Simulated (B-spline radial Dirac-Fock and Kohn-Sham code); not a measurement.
L-shell conversion coefficients of P against transition energy

Level of theory: a Dirac-Hartree-Slater potential of the neutral atom with a Latter tail (no hole, which puts coefficients of high multipoles low close above an edge), finite nucleus with surface currents; a B-spline atomic structure program. Subshells within 1 keV of threshold and pair formation are left out.

```
energy (keV)        E2        E3        M1        M2        M3        M4
        10.4       110     18000     0.175      20.8      2550    320000
        12.4      52.1      6590     0.105      10.1      1000    103000
          20      7.15       465    0.0266      1.48      85.4      5170
        24.4      3.16       160    0.0152     0.679      31.5      1530
        26.6      2.22       101    0.0119     0.486      20.5       911
        39.2     0.456      13.3   0.00410     0.111      3.12      91.5
          50     0.169      3.80   0.00212    0.0451     0.988      22.5
        55.9     0.107      2.15   0.00158    0.0300     0.587      11.9
        69.2    0.0448     0.730  0.000899    0.0139     0.220      3.61
        77.8    0.0278     0.405  0.000662   0.00918     0.130      1.89
        91.2    0.0145     0.183  0.000440   0.00526    0.0639     0.798
         100    0.0100     0.115  0.000348   0.00382    0.0426     0.487
         155   0.00170    0.0134  0.000116  0.000871   0.00653    0.0498
         167   0.00126   0.00932  9.69e-05  0.000682   0.00480    0.0342
         200  0.000619   0.00392  6.27e-05  0.000381   0.00230    0.0140
         213  0.000483   0.00291  5.40e-05  0.000312   0.00179    0.0103
         454  2.94e-05  9.99e-05  9.67e-06  3.23e-05  0.000105  0.000340
         473  2.56e-05  8.45e-05  8.85e-06  2.88e-05  9.12e-05  0.000287
         500  2.12e-05  6.76e-05  7.86e-06  2.47e-05  7.55e-05  0.000229
         507  2.03e-05  6.40e-05  7.63e-06  2.38e-05  7.20e-05  0.000216
         693  7.63e-06  1.97e-05  3.99e-06  1.04e-05  2.59e-05  6.43e-05
         900  3.69e-06  8.24e-06  2.38e-06  5.39e-06  1.18e-05  2.53e-05
        1000  2.82e-06  5.96e-06  1.95e-06  4.19e-06  8.68e-06  1.77e-05
        1190  1.86e-06  3.62e-06  1.41e-06  2.81e-06  5.37e-06  1.01e-05
        1280  1.58e-06  2.97e-06  1.24e-06  2.38e-06  4.42e-06  8.08e-06
        1780  8.01e-07  1.32e-06  7.00e-07  1.18e-06  1.94e-06  3.12e-06
        1820  7.67e-07  1.26e-06  6.75e-07  1.13e-06  1.84e-06  2.94e-06
        2000  6.44e-07  1.02e-06  5.78e-07  9.38e-07  1.48e-06  2.29e-06
        2100  5.90e-07  9.20e-07  5.34e-07  8.52e-07  1.32e-06  2.02e-06
```

Q: How fast do they fall between 1820 and 2100 keV?

A: As powers of the energy: E2 E^-1.84, E3 E^-2.18, M1 E^-1.63, M2 E^-1.98, M3 E^-2.30, M4 E^-2.63. Within one type (E or M) the higher multipoles fall faster.

Values without a named source are computed, but for edge energies of neutral atoms, which are taken from tables.
